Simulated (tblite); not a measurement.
Species: C₈H₉Br.
Numbering: `[CH2:1]=[CH:2]\[CH:3]=[CH:4]/[CH:5]=[CH:6]\[CH:7]=[CH:8]/[Br:9]` (hydrogens: H10, H11 on C1; H12 on C2; H13 on C3; H14 on C4; H15 on C5; H16 on C6; H17 on C7; H18 on C8)

Computed with GFN2-xTB (tblite), gas phase: L-BFGS steps from a force-field or distance-geometry start until the largest atomic force falls under 0.01 eV/Å.

Step 8: E = -699.2034 eV
```
atom  x, y, z in Å  |  force x, y, z in eV/Å
C1      3.9411   -0.3762   -0.5144    0.097   0.021  -0.027
C2      2.6246   -0.4750   -0.3403    0.061   0.067  -0.036
C3      1.7476    0.5929   -0.7285   -0.087  -0.009  -0.011
C4      0.4061    0.5773   -0.5946   -0.022  -0.024   0.039
C5     -0.3359   -0.5036   -0.0337   -0.250   0.016   0.016
C6     -1.6814   -0.5254    0.1122    0.179  -0.013  -0.019
C7     -2.5764    0.5254   -0.2713   -0.156  -0.132   0.053
C8     -3.9043    0.4622   -0.1169    0.012  -0.102   0.066
Br9    -4.7681   -1.0542    0.6487   -0.054   0.195  -0.084
H10     4.3396    0.5286   -0.9578    0.148  -0.237   0.098
H11     4.6312   -1.1586   -0.2361   -0.067   0.148  -0.058
H12     2.1718   -1.3551    0.0932    0.213  -0.011  -0.009
H13     2.2316    1.4580   -1.1627   -0.053   0.027  -0.005
H14    -0.1753    1.4271   -0.9177    0.167   0.125  -0.076
H15     0.2305   -1.3615    0.2967   -0.149  -0.036   0.029
H16    -2.1377   -1.4032    0.5525    0.051   0.047  -0.022
H17    -2.1446    1.4147   -0.7154   -0.232  -0.046   0.052
H18    -4.6091    1.2328   -0.3903    0.143  -0.036  -0.007
```

Step 9: E = -699.2147 eV
```
atom  x, y, z in Å  |  force x, y, z in eV/Å
C1      3.9480   -0.3764   -0.5148   -0.039   0.002  -0.010
C2      2.6301   -0.4720   -0.3431    0.038   0.052  -0.013
C3      1.7490    0.5969   -0.7300   -0.093  -0.079   0.010
C4      0.4054    0.5785   -0.5952    0.051  -0.014   0.039
C5     -0.3391   -0.5045   -0.0314   -0.013   0.038  -0.041
C6     -1.6816   -0.5298    0.1133   -0.078   0.067  -0.016
C7     -2.5838    0.5211   -0.2693   -0.064  -0.095   0.032
C8     -3.9122    0.4618   -0.1151    0.031  -0.122   0.064
Br9    -4.7893   -1.0510    0.6493    0.002   0.219  -0.099
H10     4.3565    0.5195   -0.9553    0.152  -0.074   0.025
H11     4.6376   -1.1551   -0.2383   -0.028   0.027  -0.008
H12     2.1803   -1.3555    0.0929    0.218   0.062  -0.047
H13     2.2361    1.4625   -1.1655   -0.110  -0.029   0.027
H14    -0.1697    1.4346   -0.9215    0.162   0.029  -0.032
H15     0.2284   -1.3661    0.2983   -0.181   0.063  -0.005
H16    -2.1381   -1.4080    0.5548    0.055   0.064  -0.034
H17    -2.1520    1.4149   -0.7146   -0.268  -0.156   0.103
H18    -4.6143    1.2349   -0.3911    0.165  -0.053   0.003
```

Q: Estimate the geometry and energy of step 10. (The exact step hangs on the optimiser's Hessian estimate; all steps are aligned on step 9, rigid shifts and turns removed.)

A: E = -699.2263 eV, largest force 0.352 eV/Å
```
atom  x, y, z in Å  |  force x, y, z in eV/Å
C1      3.9551   -0.3765   -0.5155   -0.131   0.007  -0.003
C2      2.6367   -0.4677   -0.3462   -0.009   0.030   0.008
C3      1.7480    0.5993   -0.7313    0.165  -0.092  -0.007
C4      0.4068    0.5791   -0.5949   -0.113   0.033   0.032
C5     -0.3422   -0.5044   -0.0300    0.049   0.075  -0.077
C6     -1.6843   -0.5331    0.1143   -0.115   0.121  -0.029
C7     -2.5930    0.5142   -0.2661    0.076  -0.015  -0.007
C8     -3.9199    0.4591   -0.1120   -0.041  -0.098   0.049
Br9    -4.8116   -1.0432    0.6479    0.015   0.162  -0.073
H10     4.3771    0.5088   -0.9523    0.152   0.111  -0.058
H11     4.6437   -1.1512   -0.2406    0.016  -0.117   0.052
H12     2.1932   -1.3546    0.0917    0.185   0.089  -0.059
H13     2.2386    1.4665   -1.1679   -0.176  -0.101   0.064
H14    -0.1610    1.4426   -0.9259    0.152  -0.083   0.022
H15     0.2228   -1.3692    0.2997   -0.165   0.108  -0.020
H16    -2.1373   -1.4114    0.5564    0.029   0.024  -0.017
H17    -2.1648    1.4120   -0.7117   -0.258  -0.206   0.121
H18    -4.6167    1.2360   -0.3918    0.168  -0.047   0.003
```

The energy changes by -0.0116 eV. The first-order estimate −F·Δx gives -0.0161 eV and the mean of the old and new forces, exact on a quadratic surface, -0.0116 eV. The step makes an angle of 58° with the force vector and moves no atom by more than 0.024 Å.

The cost below is that of the whole relaxation. On one thread, Intel Xeon 6975P-C (x86_64), shared host, this took 0.24 s.
